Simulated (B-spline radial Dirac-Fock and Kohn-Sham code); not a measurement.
**Neutral barium: differential elastic cross section for electrons at 56.2 eV**

Calculated with a radial B-spline solver, using relativistic (Dirac) partial waves in the static field of the Dirac-Fock atom with Furness-McCarthy exchange, without polarisation or absorption potentials. Below a few hundred eV the neglected polarisation potential matters, most of all at small angles.

| θ (°) | dσ/dΩ (a₀²/sr) | Sherman function |
| --- | --- | --- |
| 0 | 311 | 0.000 |
| 0.5 | 310 | 0.000 |
| 1 | 309 | 0.000 |
| 2 | 303 | 0.001 |
| 4 | 280 | 0.001 |
| 8 | 208 | 0.002 |
| 12 | 131 | 0.004 |
| 16 | 72.1 | 0.008 |
| 24 | 17.1 | 0.018 |
| 32 | 3.41 | 0.015 |
| 45 | 0.974 | -0.139 |
| 60 | 0.394 | -0.202 |
| 75 | 0.0879 | 0.125 |
| 90 | 0.0741 | 0.043 |
| 105 | 0.580 | -0.077 |
| 120 | 1.47 | -0.031 |
| 135 | 0.753 | -0.022 |
| 150 | 0.165 | -0.080 |
| 165 | 2.71 | -0.007 |
| 180 | 4.85 | 0.000 |

Q: What integrated cross sections go with this distribution?

A: The total elastic cross section is 61.3 a₀², the first transport cross section 11.2 a₀² and the second, weighted with (3/2) sin²θ, 11.3 a₀². The mean deflection is ⟨1 − cos θ⟩ = 0.183, and 8.9 % of the collisions scatter beyond 90°.

On this grid of angles the cross section has minima near 90°, 150°, from interference among the few low partial waves with large phase shifts.

Phase shifts modulo π (rad) for κ = −1 to −5: 0.277, 1.072, 1.280, 0.577, 0.947.
